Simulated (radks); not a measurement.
Values are calculated unless marked as measured or tabulated.
Effect of the nuclear size on the iron ion Fe3+, [Ar] 3d5. Level of theory: Dirac Kohn-Sham, PBE, spin-unpolarised, spherical densities, finite nucleus; open shells fill j = l - 1/2 first; Fermi nuclear charge, rms radius 3.7377 fm (a radial shooting solver on a logarithmic mesh with Libxc functionals). The rms radius is varied about that value; shifts are against it.

| rms radius (fm) | total energy shift (eV) | density at nucleus (e/bohr^3) | 1s1/2 shift (meV) | 2s1/2 shift (meV) | 3s1/2 shift (meV) |
|---|---|---|---|---|---|
| 2.9976 | -0.0396 | 1.523e+04 | -16.8 | -1.52 | -0.224 |
| 3.4723 | -0.0152 | 1.514e+04 | -6.44 | -0.582 | -0.086 |
| 3.7377 | 0 | 1.509e+04 | 0.000 | 0.000 | 0.000 |
| 3.9246 | 0.0113 | 1.506e+04 | 4.80 | 0.435 | 0.064 |
| 4.3768 | 0.0409 | 1.499e+04 | 17.4 | 1.57 | 0.231 |

Slopes of the eigenvalues against <r^2> in GHz/fm^2, as finite differences over the two radii next to the reference (eigenvalue slopes, not the field-shift constants of lines): 1s1/2 812, 2s1/2 73.5, 3s1/2 10.8.
